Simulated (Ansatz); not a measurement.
Reaction (formal exchange of groups at a Ge–C bond): `F[CH2][GeH]1[CH2][O]1` + SiH₄ → `[SiH3][GeH]1[CH2][O]1` + `CF`

Calculated with Ansatz (gas phase, PBE0-D4/def2-TZVP geometries, no zero-point term in ΔE). CBS: MP2 limit from def2 TZ/QZ plus the TZ coupled-cluster correction, frozen cores. This one scheme is used for every species. Functionals use def2-TZVPP. For Ge outer-core shells are correlated without core-valence functions, which leaves a few kJ/mol of doubt a bond. Scalar relativity is left out up to krypton. Each species was taken in one conformer, which may not be the lowest.

```csv
species,r2SCAN-D4 energy (Eh)
`F[CH2][GeH]1[CH2][O]1`,-2331.21005
SiH₄,-291.85455
`[SiH3][GeH]1[CH2][O]1`,-2483.35336
`CF`,-139.73237
```

(1) Work out ΔE.

Largest T1 diagnostic among the species: 0.015.

## Answers

(1) ΔE = (-2483.35336) + (-139.73237) − (-2331.21005) − (-291.85455) = -0.02113 Eh = -55.5 kJ/mol. CCSD(T)/CBS gives -53.6 kJ/mol.
